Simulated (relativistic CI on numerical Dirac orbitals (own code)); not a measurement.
**What each ingredient does to the levels of Fe⁵⁺**

Base calculation: Dirac-Coulomb-Breit CI, orbitals from a KLI potential per configuration, model QED (radiative potential, 1s self-energy scaled to tabulated hydrogen-like ionisation energies), valence Slater integrals scaled by 0.85, P86 correlation energy added to each configuration.

CI space (outside the closed core [Ne]): 3s2 3p6 3d3, 3s2 3p6 3d2 4s, 3s2 3p5 3d4, 3s2 3p6 3d2 4p, 3s2 3p6 3d2 4d, 3s 3p6 3d4, 3s2 3p6 3d2 5s, 3s2 3p6 3d2 4f, 3s2 3p6 3d2 5p, 3s2 3p6 3d2 5d, 3s2 3p6 3d2 5f, 3s2 3p6 3d2 5g, 3s2 3p6 3d 4s 4p, 3s2 3p5 3d3 4s, 3s2 3p6 3d 4s2, 3s2 3p6 4s2 4p, 3s2 3p6 4s2 4d, 3s2 3p6 4s2 5s. Double excitations out of closed p, d and f shells are left out; levels of such configurations are missing from the list, as are those of other unlisted configurations, and high levels can miss mixing partners.

The lowest level and the first level of each name with at least 55 % of one term (blank where a level has no safe partner in the second run):

| Level | Base (cm⁻¹) | Shift (cm⁻¹) |
| --- | --- | --- |
| 3s2 3p6 3d3 4F_3/2 | 0.0 | 0.0 |
| 3s2 3p6 3d3 4F_5/2 | 493.0 | 0.0 |
| 3s2 3p6 3d3 4F_7/2 | 1145.4 | 0.0 |
| 3s2 3p6 3d3 4F_9/2 | 1929.5 | +0.1 |
| 3s2 3p6 3d3 4P_1/2 | 18393.6 | -2.2 |
| 3s2 3p6 3d3 4P_3/2 | 18593.9 | -2.2 |
| 3s2 3p6 3d3 4P_5/2 | 19238.5 | -2.2 |
| 3s2 3p6 3d3 2G_7/2 | 19628.7 | -1.3 |
| 3s2 3p6 3d3 2G_9/2 | 20294.1 | -1.2 |
| 3s2 3p6 3d3 2P_3/2 | 25876.3 | -1.8 |
| 3s2 3p6 3d3 2P_1/2 | 26089.8 | -1.5 |
| 3s2 3p6 3d3 2H_9/2 | 26939.7 | -0.4 |
| 3s2 3p6 3d3 2H_11/2 | 27391.7 | -0.4 |
| 3s2 3p6 3d3 2D_5/2 | 28132.3 | -2.3 |
| 3s2 3p6 3d3 2D_3/2 | 28252.8 | -1.9 |
| 3s2 3p6 3d3 2F_7/2 | 44452.0 | -2.3 |
| 3s2 3p6 3d3 2F_5/2 | 44831.4 | -2.3 |
| 3s2 3p6 3d2 4s 4F_3/2 | 267771.0 | +302.6 |
| 3s2 3p6 3d2 4s 4F_5/2 | 268282.2 | +302.6 |
| 3s2 3p6 3d2 4s 4F_7/2 | 269027.0 | +302.6 |
| 3s2 3p6 3d2 4s 4F_9/2 | 269982.8 | +302.6 |
| 3s2 3p6 3d2 4s 2F_5/2 | 274892.9 | +306.2 |

At this charge configurations can still be misplaced by up to about 7 % of their energy. 48 of the 48 excited levels that our extract of the measured tables holds in this range could be paired (the sources list more); they are missed by 3556 cm⁻¹ on average and 6665 at most, and levels without a partner can miss by more.

(1) One thing was changed in a second run, which moved the levels as shown. Which?
A. QED terms removed
B. no correlation estimate
C. Breit term removed
D. self-excluded LDA correlation estimate
E. configuration mixing switched off
F. only the first 3 configurations

## Answers

(1) D. Self-excluded LDA correlation estimate. A correlation estimate moves all levels of a configuration together before mixing; mixed levels move by a weighted share.
